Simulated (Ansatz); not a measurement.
These are r2SCAN-D4/def2-TZVP in Ansatz (a program for electronic structure) values and carry that method's errors. No frequencies were computed at this level.

Ansatz 0.2 input:
```yaml
crystal:
  periodic: [false, false, false]
  atoms:
    - { symbol: C, position_ang: [1.403741, 0.11519, -0.430615] }
    - { symbol: C, position_ang: [0.253894, 0.005053, -0.110683] }
    - { symbol: N, position_ang: [-1.01804, -0.130263, 0.305821] }
    - { symbol: H, position_ang: [2.416401, 0.204749, -0.677641] }
    - { symbol: H, position_ang: [-1.498415, -0.918412, -0.109233] }
    - { symbol: H, position_ang: [-1.557585, 0.723683, 0.243557] }
basis:
  gaussian: { orbitals: def2-tzvp }
hamiltonian:
  xc: r2scan
  dispersion: d4
relax:
  max_steps: 150
```

Output:

```
Functional definition: r2SCAN
647 factors; their error is unknown
mean field evaluation 1: about -3601.7311 eV, gradient 6.1e1 eV
mean field evaluation 2: about -3598.7636 eV, gradient 7.0e1 eV
mean field evaluation 4: about -3609.7043 eV, gradient 6.2e0 eV
mean field evaluation 8: about -3609.7819 eV, gradient 4.4e-1 eV
mean field evaluation 16: about -3609.7821 eV, gradient 1.5e-5 eV
mean field -3609.78208780 eV, -132.6570449286 hartree, gradient 1.5e-5 eV, S^2 0.000000; 0 other end points of the search recorded, 0 dependent functions left out
reference -3609.78209628 eV, -132.6570452400 hartree; 11, 11 occupied and 100, 100 virtual orbitals, 647 factors
relax step   1: F+E_penalty+E_count = -3609.79766568 eV  Δ(F+E_penalty+E_count) = +0.000e0 eV  max|allowed force component| = 6.193e-1 eV/Å  Δτ_max = 0.0000 Å  (26 SCF iters, accepted)
these checks for a lower state are left out or cut short: starts, cluster_reference, orbital_swaps, neighbouring_geometries, increment
647 factors; their error is unknown
mean field -3609.78995073 eV, -132.6573338860 hartree, gradient 1.6e-5 eV, S^2 0.000000; 0 other end points of the search recorded, 0 dependent functions left out
reference -3609.78995923 eV, -132.6573341980 hartree; 11, 11 occupied and 100, 100 virtual orbitals, 647 factors
relax step   2: F+E_penalty+E_count = -3609.80551480 eV  Δ(F+E_penalty+E_count) = -7.849e-3 eV  max|allowed force component| = 1.273e-1 eV/Å  Δτ_max = 0.0169 Å  (33 SCF iters, accepted)
these checks for a lower state are left out or cut short: starts, cluster_reference, orbital_swaps, neighbouring_geometries, increment
647 factors; their error is unknown
mean field -3609.79058940 eV, -132.6573573565 hartree, gradient 1.6e-5 eV, S^2 0.000000; 0 other end points of the search recorded, 0 dependent functions left out
reference -3609.79059790 eV, -132.6573576688 hartree; 11, 11 occupied and 100, 100 virtual orbitals, 647 factors
relax step   3: F+E_penalty+E_count = -3609.80615086 eV  Δ(F+E_penalty+E_count) = -6.361e-4 eV  max|allowed force component| = 6.162e-2 eV/Å  Δτ_max = 0.0047 Å  (32 SCF iters, accepted)
these checks for a lower state are left out or cut short: starts, cluster_reference, orbital_swaps, neighbouring_geometries, increment
647 factors; their error is unknown
mean field evaluation 32: about -3609.8036 eV, gradient 1.7e-3 eV
mean field -3609.79084284 eV, -132.6573666704 hartree, gradient 1.6e-5 eV, S^2 0.000000; 0 other end points of the search recorded, 0 dependent functions left out
reference -3609.79085135 eV, -132.6573669829 hartree; 11, 11 occupied and 100, 100 virtual orbitals, 647 factors
relax step   4: F+E_penalty+E_count = -3609.80640429 eV  Δ(F+E_penalty+E_count) = -2.534e-4 eV  max|allowed force component| = 4.315e-2 eV/Å  Δτ_max = 0.0055 Å  (32 SCF iters, accepted)
these checks for a lower state are left out or cut short: starts, cluster_reference, orbital_swaps, neighbouring_geometries, increment
647 factors; their error is unknown
mean field -3609.79106463 eV, -132.6573748210 hartree, gradient 1.6e-5 eV, S^2 0.000000; 0 other end points of the search recorded, 0 dependent functions left out
reference -3609.79107314 eV, -132.6573751338 hartree; 11, 11 occupied and 100, 100 virtual orbitals, 647 factors
relax step   5: F+E_penalty+E_count = -3609.80662540 eV  Δ(F+E_penalty+E_count) = -2.211e-4 eV  max|allowed force component| = 1.498e-2 eV/Å  Δτ_max = 0.0063 Å  (33 SCF iters, accepted)
these checks for a lower state are left out or cut short: starts, cluster_reference, orbital_swaps, neighbouring_geometries, increment
647 factors; their error is unknown
mean field -3609.79111615 eV, -132.6573767141 hartree, gradient 1.6e-5 eV, S^2 0.000000; 0 other end points of the search recorded, 0 dependent functions left out
reference -3609.79112466 eV, -132.6573770269 hartree; 11, 11 occupied and 100, 100 virtual orbitals, 647 factors
relax step   6: F+E_penalty+E_count = -3609.80667756 eV  Δ(F+E_penalty+E_count) = -5.216e-5 eV  max|allowed force component| = 7.059e-3 eV/Å  Δτ_max = 0.0038 Å  (33 SCF iters, accepted)
647 factors; their error is unknown
mean field evaluation 64: about -3609.8034 eV, gradient 4.0e-1 eV
mean field -3609.79111615 eV, -132.6573767141 hartree, gradient 1.6e-5 eV, S^2 0.000000; 1 other end points of the search recorded, 0 dependent functions left out
reference -3609.79112466 eV, -132.6573770269 hartree; 11, 11 occupied and 100, 100 virtual orbitals, 647 factors
Total energy: -3609.80668607 eV, -132.6579488983 hartree
Atom 0 at     1.415129     0.112437    -0.415867 Å, force     0.001465    -0.000060     0.000570 eV/Å
Atom 1 at     0.253365     0.005821    -0.114430 Å, force     0.001911    -0.000161     0.001161 eV/Å
Atom 2 at    -1.020666    -0.128097     0.295292 Å, force    -0.007059    -0.000069    -0.000922 eV/Å
Atom 3 at     2.435879     0.208282    -0.690782 Å, force    -0.000080     0.000301    -0.001475 eV/Å
Atom 4 at    -1.512404    -0.916801    -0.102150 Å, force     0.001916    -0.001027     0.000114 eV/Å
Atom 5 at    -1.571307     0.718358     0.249143 Å, force     0.001847     0.001016     0.000552 eV/Å
Dipole moment:    -0.385983     0.012790    -0.124245 e Å
```

Cost: roughly 14 core-seconds.
